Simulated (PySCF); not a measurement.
Compound: C₇H₉P₂Si (charge -1).
Z-matrix (Å and degrees, PBE0-D3(BJ)/def2-SVP geometry), rows numbered from 1:
```
C 
C   1  1.3473
C   2  1.4559  1  128.33
P   3  1.7502  2  119.39  1  -179.02
C   4  1.7629  3   95.84  2   179.97
C   5  1.4579  4  123.04  3  -179.92
C   6  1.3464  5  128.81  4     1.98
C   5  1.4175  4  115.48  3     0.11
Si  8  1.8513  5  125.08  4  -179.71
P   8  1.7515  5  117.39  4    -0.12
H   1  1.0936  2  121.05  3  -179.95
H   1  1.0947  2  121.42  3     0.06
H   2  1.1005  1  116.97  3  -179.94
H   6  1.1007  5  114.80  4  -178.04
H   7  1.0946  6  121.43  5     0.13
H   7  1.0934  6  120.97  5  -179.81
H   9  1.5002  8  110.32  5   179.29
H   9  1.5079  8  114.56  5    59.51
H   9  1.5082  8  114.65  5   -60.93
```

Level of theory: PySCF, PBE0-D3(BJ)/def2-SVP geometry optimisation, gas phase.

Take the most abundant isotopes and a rigid rotor. The values belong to one conformer with, in the numbering `[CH2:1]=[CH:2][c:3]1[p:4][c:5]([CH:6]=[CH2:7])[c:8]([SiH3:9])[p-:10]1`, C1–C2–C3–P4 -179°, P4–C5–C6–C7 2°.

(1) What are A, B and C (cm⁻¹)?

(2) Classify the top.

(3) What does the inertial defect say?

(4) Give the other two planar moments, Paa and Pbb, and the rms extents of the mass along the axes.

(5) Give the coordinates in the principal-axis frame, origin at the centre of mass.

(6) List the rotational levels J(Ka,Kc) to J = 4 (MHz).

(7) Which types of transition are allowed, and where do some lines up to J = 2 fall?

## Answers

(1) Ia = 409.58, Ib = 768.16, Ic = 1171.97 u·Å²; 505379 MHz·u·Å²/I gives 1234, 657.9 and 431.2 MHz, that is A = 0.04116, B = 0.02195, C = 0.01438 cm⁻¹.

(2) An asymmetric top. Ray's parameter κ = (2B − A − C)/(A − C) = -0.435; −1 is the prolate and +1 the oblate limit.

(3) Not planar: Δ = Ic − Ia − Ib = -5.76 u·Å². For a rigid frame Δ = −2 Σ m c², so Σ m c² = 2.88 u·Å² lies off the ab plane: 2.86 from hydrogen and 0.02 from heavier atoms. The atom farthest from that plane is 1.19 Å away.

(4) Paa = Σ m a² = (Ib + Ic − Ia)/2 = 765.28 and Pbb = Σ m b² = (Ia + Ic − Ib)/2 = 406.70 u·Å². With the mass M = 182.99 u, the rms extents √(P/M) along a, b and c are 2.04, 1.49, 0.13 Å.

(5) The sense of each axis is arbitrary; atoms in the order of the calculation.
```csv
atom,mass (u),a (Å),b (Å),c (Å)
C1,12.000,4.035,0.349,0.019
C2,12.000,3.023,-0.540,-0.003
C3,12.000,1.591,-0.277,-0.004
P4,30.974,0.471,-1.623,-0.009
C5,12.000,-0.991,-0.639,-0.008
C6,12.000,-2.333,-1.209,-0.009
C7,12.000,-2.699,-2.504,0.025
C8,12.000,-0.783,0.763,-0.006
Si9,27.977,-2.125,2.038,0.004
P10,30.974,0.874,1.332,-0.002
H11,1.008,5.077,0.018,0.016
H12,1.008,3.848,1.428,0.040
H13,1.008,3.295,-1.606,-0.022
H14,1.008,-3.149,-0.471,-0.042
H15,1.008,-1.956,-3.307,0.061
H16,1.008,-3.754,-2.791,0.016
H17,1.008,-1.534,3.417,0.021
H18,1.008,-3.053,1.963,1.190
H19,1.008,-3.046,1.991,-1.190
```

(6) Above 0(0,0):
J = 1: 1(0,1) 1089, 1(1,1) 1665, 1(1,0) 1892
J = 2: 2(0,2) 3213, 2(1,2) 3617, 2(1,1) 4297, 2(2,1) 6025, 2(2,0) 6080
J = 3: 3(0,3) 6279, 3(1,3) 6513, 3(1,2) 7865, 3(2,2) 9292, 3(2,1) 9548, 3(3,1) 12770, 3(3,0) 12778
J = 4: 4(0,4) 10212, 4(1,4) 10328, 4(1,3) 12537, 4(2,3) 13605, 4(2,2) 14283, 4(3,2) 17215, 4(3,1) 17273, 4(4,1) 21964, 4(4,0) 21965

(7) The dipole components (about the centre of mass, as the species is charged) are |μa| = 0.67 D, |μb| = 0.32 D, |μc| = 0.00 D. Intensities carry the squares of the components, which stand as 1.00 : 0.23 : 0.00 (a : b : c). Some lines, for components of 0.1 D or more:

| type | branch | J(Ka,Kc) | MHz | lower level (cm⁻¹) |
| --- | --- | --- | --- | --- |
| a | Q | 2(1,1) ← 2(1,2) | 680 | 0.121 |
| b | Q | 1(1,0) ← 1(0,1) | 803 | 0.036 |
| b | Q | 2(1,1) ← 2(0,2) | 1084 | 0.107 |
| a | R | 1(0,1) ← 0(0,0) | 1089 | 0.000 |
| b | R | 2(0,2) ← 1(1,1) | 1547 | 0.056 |
| b | R | 1(1,1) ← 0(0,0) | 1665 | 0.000 |
| b | Q | 2(2,0) ← 2(1,1) | 1783 | 0.143 |
| a | R | 2(1,2) ← 1(1,1) | 1952 | 0.056 |
| a | R | 2(0,2) ← 1(0,1) | 2123 | 0.036 |
| a | R | 2(1,1) ← 1(1,0) | 2405 | 0.063 |
| b | R | 2(1,2) ← 1(0,1) | 2528 | 0.036 |
| b | R | 2(2,1) ← 1(1,0) | 4133 | 0.063 |

PBE0-D3(BJ)/def2-SVP frequencies: not computed here. The geometry's basis has no diffuse functions, a weakness for an anion. These are rigid-rotor constants of the computed structure; measured ground-state constants (B0) also hold zero-point vibration. A rigid rotor knows nothing of internal rotation, which can split or shift real lines.
